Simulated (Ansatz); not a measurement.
C2H4BFO (`CB(F)C=O`), 9 atoms. Total charge 0; spin multiplicity 1. All runs use 2 threads of an Intel Xeon on a shared host. Correlated methods freeze the cores.

Q: How many basis functions does each run have, and how long does it take in Ansatz? RKS PBE0-D4/def2-TZVP frequencies; RKS LC-ωPBE/def2-TZVPP energy; RHF-CCSD(T)/def2-TZVPP energy; direct RPA on PBE orbitals/def2-TZVPP energy; RKS ωB97M-V/def2-QZVPP energy; RKS r2SCAN-D4/def2-TZVPP energy and forces; RKS ωB97X-V/def2-TZVPP energy; RKS PBE0-D4/def2-QZVPP energy; RHF-MP2/def2-QZVPP energy; RKS PBE0-D4/def2-SVP energy; RKS PBE-D4/def2-TZVPP energy and forces; RHF-CCSD(T)/def2-SVP energy. (Best estimate.)

A: Computed: Other jobs shared the machine, so times are rough.

| level | job | functions | wall time | peak host memory (GiB) |
| --- | --- | --- | --- | --- |
| RKS PBE0-D4/def2-SVP | energy | 90 | 0.95 s | 0.42 |
| RKS PBE-D4/def2-TZVPP | energy and forces | 211 | 2.3 s | 0.23 |
| RKS LC-ωPBE/def2-TZVPP | energy | 211 | 2.4 s | 0.42 |
| RHF-CCSD(T)/def2-SVP | energy | 90 | 3.6 s | 0.42 |
| RKS r2SCAN-D4/def2-TZVPP | energy and forces | 211 | 3.8 s | 0.26 |
| direct RPA on PBE orbitals/def2-TZVPP | energy | 211 | 5 s | 0.45 |
| RKS PBE0-D4/def2-QZVPP | energy | 405 | 5.5 s | 1 |
| RKS ωB97X-V/def2-TZVPP | energy | 211 | 6.5 s | 0.48 |
| RKS ωB97M-V/def2-QZVPP | energy | 405 | 15 s | 1.2 |
| RHF-MP2/def2-QZVPP | energy | 405 | 18 s | 1.9 |
| RHF-CCSD(T)/def2-TZVPP | energy | 211 | 64 s | 3.2 |
| RKS PBE0-D4/def2-TZVP | frequencies | 179 | 100 s | 0.42 |

LC-ωPBE has ω = 0.4 bohr⁻¹.
